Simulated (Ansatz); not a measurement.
Stepwise reaction of `S[SiH2][SnH2][SH]` with hydrogen, as a gas-phase model of exchange steps in deposition or etching. ΔE in kJ/mol; ΔG adds harmonic PBE0-D4 terms to CCSD(T)/CBS, at 1 bar.

Computed with Ansatz on PBE0-D4/def2-TZVP structures; ΔE is electronic, products minus reactants. CCSD(T)/CBS is the MP2 limit (def2-TZVPP, def2-QZVPP) plus CCSD(T) − MP2 in def2-TZVPP, frozen cores. This one scheme is used for every species. Functionals use def2-TZVPP. B3LYP here is the variant with VWN-RPA as its local correlation; programs differ in this. Elements past krypton have def2 core potentials. For Sn outer-core shells are correlated without core-valence functions, which leaves a few kJ/mol of doubt a bond. One conformer a species, not always the lowest.

```csv
step,reaction,PBE-D4,B3LYP-D4,ωB97M-V,CCSD(T)/CBS,ΔG(400 K)
1,`S[SiH2][SnH2][SH]` + H₂ → `[SiH3][SnH2][SH]` + H₂S,48.9,40.0,38.2,41.5,26.6
```

(1) Give the row of step 2, `[SiH3][SnH2][SH]` + H₂ → `[SiH3][SnH3]` + H₂S. (An estimate is asked.)

(2) By hand: ΔE of the 2 steps together at CCSD(T)/CBS.

Results:

(1) The calculation gave: 
```
step                                        reaction  PBE-D4  B3LYP-D4  ωB97M-V  CCSD(T)/CBS  ΔG(400 K)
   2  `[SiH3][SnH2][SH]` + H₂ → `[SiH3][SnH3]` + H₂S    43.4      41.3     37.2         44.8       44.0
```

(2) (41.5) + (44.8) = 86.3 kJ/mol, or 43.1 kJ/mol a step.

In ΔE the steps differ by no more than 3.3 kJ/mol. All are uphill at CCSD(T)/CBS. ΔG lies between 26.6 and 44.0 kJ/mol a step. PBE-D4 differs from CCSD(T)/CBS by -1.4 to 7.4 kJ/mol a step. Only this route is followed, and other bonds may react first. Isolated molecules leave out the surface, adducts and barriers. Largest T1 diagnostic: 0.013.
